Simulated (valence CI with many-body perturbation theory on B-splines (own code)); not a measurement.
**Questions on Lu57+**

Calculated by configuration interaction combined with many-body perturbation theory (CI+MBPT): four valence electrons over a frozen Dirac-Fock core [Ne], radial functions for each j: 11 s, 11 p, 10 d, 8 f, 5 g, 2 h, with the one-electron correlation potential Σ1 (screened to all orders), the two-electron term Σ2, the three-electron term Σ3, Breit, model QED; selected single and double excitations, second order for the rest, scaled by the run's own slope (own B-spline code, finite nucleus).

The last digits are not significant, and no measured levels were compared; by estimate large intervals hold to a few tenths of a per cent, small ones and those within an open d or f shell to about a per cent. Among the levels kept, up to 560 cm⁻¹ of a level comes from second order outside the variational space, and about a tenth of that is noise between levels of different J, which matters for small intervals.

Levels are named by their leading jj configuration (3d3/2^4 stands for four electrons in 3d with j = 3/2), which in mixed levels can hold well under half, so a name can repeat and another be missing.

Rates and lifetimes use the calculated energies. Strong lines usually hold to 10 to 20 %, long lifetimes can be off by a factor of two.

(1) What is the ground level?

(2) What is the ionisation energy?

(3) How well does LS coupling describe the low levels?

(4) Name the longest-lived excited levels whose lifetime is computed, and their main decay.

(5) Where does the other parity begin?

Answers

(1) (3s^2 3p1/2^2) J=0, composition 69 % 3s2 3p2 3P + 30 % 3s2 3p2 1S.

(2) 5939.2 eV; NIST lists 5937 ± 6 eV (theoretical).

(3) Among the lowest 20 levels the leading LS term, summed over configurations, holds 58 % on average. For single configurations the figures are 55 % in LS and 93 % in jj coupling. Terms mix most in the J = 2 level at 748.2 eV, where the leading one holds 28 %.

(4) (3s^2 3p1/2 3p3/2) J=2 at 293.0 eV lives 481 ns, mostly by E2 to (3s^2 3p1/2^2) J=0; (3s^2 3p1/2 3p3/2) J=1 at 284.0 eV lives 6.83 ns, mostly by M1 to (3s^2 3p1/2^2) J=0; (3s^2 3p3/2 3d5/2) J=4 at 856.4 eV lives 4.70 ns, mostly by M1 to (3s^2 3p1/2 3d5/2) J=3.

(5) At (3s 3p1/2^2 3p3/2) J=2, 441.7 eV.
